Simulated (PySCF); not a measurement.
C₂H₆F₂Si, SMILES FC(F)[SiH2]C.

Coordinates come from a B3LYP-D3(BJ)/def2-SVP optimisation. One conformer was computed; it need not be the lowest.

Two levels are set side by side: TDDFT-PBE/def2-SVPD (PySCF) and TDDFT-LC-ωPBE/def2-SVPD (PySCF). Vertical, same geometry. The lowest singlet is HOMO→LUMO 98 % with PBE and HOMO→LUMO 54 %, HOMO→LUMO+2 22 %, HOMO→LUMO+5 10 % with the other functional; states are paired by order. Differences are taken from unrounded values.

```json
[
 {"quantity": "lowest singlet excitation (eV)", "TDDFT-PBE": "6.74"},
 {"quantity": "lowest triplet excitation (TDA) (eV)", "TDDFT-PBE": "6.48"},
 {"quantity": "first bright state (f over 0.05) (eV)", "TDDFT-PBE": "7.70"},
 {"quantity": "its oscillator strength", "TDDFT-PBE": "0.06"}
]
```

These are the TDDFT-PBE values. What does TDDFT-LC-ωPBE give? (An estimate is asked for; the answer gives what the named calculation found.)


| quantity | TDDFT-LC-ωPBE | TDDFT-PBE minus TDDFT-LC-ωPBE |
|---|---|---|
| lowest singlet excitation (eV) | 8.42 | -1.68 |
| lowest triplet excitation (TDA) (eV) | 7.76 | -1.29 |
| first bright state (f over 0.05) (eV) | 8.82 | -1.12 |
| its oscillator strength | 0.05 | 0.00 |

Functionals without exact exchange tend to place singlet excitations lower, as here. Differences between two approximate levels are no errors against the true value.

Rough cost on one machine, each run with all the roots and properties that it gave: TDDFT-LC-ωPBE against TDDFT-PBE about 8 times.
